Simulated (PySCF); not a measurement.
Zn(NH2)(SeH) (H₃NSeZn), SMILES [NH2][Zn][SeH].

The structure is a stationary point at B3LYP-D3(BJ)/def2-SVP. The structure was generated by enumeration; whether it is a known compound was not checked. One conformer was computed; it need not be the lowest.

Two levels are set side by side: PBE/def2-TZVPD (PySCF) and ωB97X/def2-TZVPD (PySCF). Same geometry, gas phase. Differences are taken from unrounded values.

```
quantity                       PBE
---------------------------  -----
orbital gap (eV)              4.16
highest occupied level (eV)  -5.87
lowest empty level (eV)      -1.71
dipole moment (D)             1.70
mean polarisability (bohr³)   70.4
```

Question: These are the PBE values. What does ωB97X give? (An estimate is asked for; the answer gives what the named calculation found.)

Answer: 
```csv
quantity,ωB97X,PBE minus ωB97X
orbital gap (eV),10.05,-5.89
highest occupied level (eV),-9.24,3.37
lowest empty level (eV),0.81,-2.52
dipole moment (D),1.87,-0.17
mean polarisability (bohr³),65.2,5.3
```

PBE's occupied levels lie high since its potential decays too fast outside the molecule; exact exchange lowers them and widens the gap. PBE's more diffuse valence density responds more strongly to a field. Differences between two approximate levels are no errors against the true value.

Rough cost on one machine, each run with all the roots and properties that it gave: ωB97X against PBE within a factor of 2.
